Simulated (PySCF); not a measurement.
Si(H)(F)2(OEt) (C₂H₆F₂OSi), SMILES F[SiH](OCC)F. Atoms are numbered in the order given.

```xyz
12

Si     0.8888     0.2690     0.6321
F      1.7700    -0.9997     0.1601
F      1.3676     1.4898    -0.3109
O     -0.6979    -0.0311     0.4161
C     -1.3152    -0.3932    -0.8178
C     -2.8043    -0.5646    -0.5964
H      1.1469     0.5798     2.0414
H     -1.1203     0.3926    -1.5691
H     -0.8648    -1.3304    -1.1898
H     -3.2488     0.3741    -0.2325
H     -3.3019    -0.8481    -1.5369
H     -2.9929    -1.3496     0.1516
```

Coordinates come from a ωB97X-D3(BJ)/def2-SVP optimisation. This is a generated structure with no PubChem entry under its InChIKey; it may be hypothetical. One conformer was computed; it need not be the lowest.

Two levels are set side by side: PBE/pcSseg-1 (PySCF) and B3LYP/pcSseg-1 (PySCF). GIAO shifts against CFCl3 (¹⁹F), H2O (¹⁷O), TMS (²⁹Si), TMS (¹H), TMS (¹³C) at the same level; non-relativistic, no solvent, atoms listed together averaged. Differences are taken from unrounded values.

```tsv
quantity	B3LYP	PBE	PBE minus B3LYP
δ(²⁹Si) of Si1 (ppm)	-67.8	-61.1	6.7
δ(¹⁹F) of F2, F3 (ppm)	-156.6	-168.6	-12.0
δ(¹⁷O) of O4 (ppm)	81.0	92.0	11.0
δ(¹³C) of C5 (ppm)	65.0	66.0	1.0
δ(¹³C) of C6 (ppm)	22.2	21.7	-0.5
δ(¹H) of H7 (ppm)	4.53	4.79	0.26
δ(¹H) of H8, H9 (ppm)	4.40	4.54	0.14
```

Rough cost on one machine, each run with all the roots and properties that it gave: B3LYP against PBE within a factor of 2.
